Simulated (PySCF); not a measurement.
# Potential energy of GaF along the bond

Set-up: basis Ga cc-pVTZ-PP with ECP10, F cc-pVTZ; scalar-relativistic core potentials; PySCF 2.14. Energies in eV from Ga + F in their ground configurations at the same level. All curves are PBE0. state 1: ¹Σ⁺ (singlet), closed shell; state 2: ³Π (triplet), unpaired electrons σ ↑, π ↑, a second solution, started from another occupation.

```csv
R (Å),state 1,state 2
1.539,-4.899,-1.066
1.611,-5.481,-1.594
1.683,-5.791,-1.855
1.736,-5.897,-1.928
1.790,-5.924,-1.927
1.844,-5.892,-1.872
1.915,-5.782,-1.742
2.005,-5.572,-1.529
2.112,-5.260,-1.251
2.255,-4.797,-0.909
```

Put a parabola through the three lowest points of the state 1 curve and estimate Re, k and ωe (reduced mass 14.89 u; 1 eV/Å² = 0.16022 mdyn/Å; ωe = 1302.8·√(k/μ) cm⁻¹).

Through R = 1.736, 1.79, 1.844 Å the second-order coefficient is 10.1 eV/Å², so Re ≈ 1.788 Å, k ≈ 3.24 mdyn/Å and ωe ≈ 608 cm⁻¹. A polynomial fit of higher order to the unrounded PBE0 energies gives Re = 1.785 Å, k = 3.37 mdyn/Å, ωe = 620 cm⁻¹; anharmonicity and rounding make the difference.

The higher-order fit for each curve: state 1: Re = 1.785 Å, ωe = 620 cm⁻¹, De = 5.92 eV; state 2: Re = 1.761 Å, ωe = 636 cm⁻¹, minimum 1.94 eV below the ground-state fragments.

Counting both spins, an empty level lies below a filled one in some of these solutions, because spin and occupation are held.
